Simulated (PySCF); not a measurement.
**TlTe⁺: from constants to spectrum**

UHF-CCSD(T) constants of TlTe⁺, ³Σ⁻ (triplet), unpaired electrons π ↑↑ (PySCF, scalar-relativistic core potentials, basis sets Tl cc-pVDZ-PP with ECP60, Te cc-pVDZ-PP with ECP28; masses 204.9744 and 129.9062 u):

| Item | Value |
| --- | --- |
| ωe | 69.2 cm⁻¹ |
| ωexe | 0.255 cm⁻¹ |
| Be | 0.01747 cm⁻¹ |
| αe | 7.54e-05 cm⁻¹ |
| D (centrifugal) | 4.45e-09 cm⁻¹ |

**Question.** Give the vibrational terms G(v) and spacings up to v = 6.

**Answer.** G(v) = ωe(v+½) − ωexe(v+½)².

```
v  G(v) (cm⁻¹)  G(v) − G(v−1)  Bv (cm⁻¹)
0         34.5                   0.01743
1        103.2           68.7    0.01736
2        171.4           68.2    0.01728
3        239.1           67.7    0.01721
4        306.2           67.2    0.01713
5        372.9           66.6    0.01706
6        439.0           66.1    0.01698
```

Correlated steps freeze 8 core orbitals. These are scalar-relativistic numbers at best; spin–orbit coupling would shift them, the dissociation energy most. The state is the lowest determinant that a PBE0 search found; another state may lie lower at other levels.
